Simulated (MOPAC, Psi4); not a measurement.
Interaction energy of H6B3N3 ··· H3B (SMILES B1NBNBN1 and B). Monomers: optimised at B3LYP-D3(BJ) (def2-TZVP), held rigid. Orientation: lowest of the rigid-body minima from ten starts at GFN2-xTB (searched outside a hard wall at short contacts). R is the distance of the centres of mass, along which the second monomer moves. The shortest distances reach bonding range, where SAPT0 and rigid monomers are unreliable. The table gives interaction energies.

```csv
R / Å,A,B,C
2.34,2.43,3.56,26.38
2.61,-6.19,1.31,10.58
2.74,-7.49,1.47,6.52
2.97,-7.63,1.31,2.45
3.14,-6.87,0.96,0.98
3.35,-5.63,0.71,0.09
3.71,-3.66,0.62,-0.34
4.00,-2.51,0.48,-0.32
4.49,-1.30,0.19,-0.18
5.17,-0.52,0.03,-0.05
6.21,-0.13,0.00,0.00
7.46,-0.03,0.00,0.01
```

Energies in kcal/mol.

**Question.** Which curve belongs to which method? The methods are AM1, restricted, heats of formation (MOPAC); HF/aug-cc-pVDZ, counterpoise-corrected in Psi4 1.11; PBE-D3(BJ)/def2-TZVP, counterpoise-corrected in Psi4.

**Answer.** A is PBE-D3(BJ)/def2-TZVP; B is AM1; C is HF/aug-cc-pVDZ.
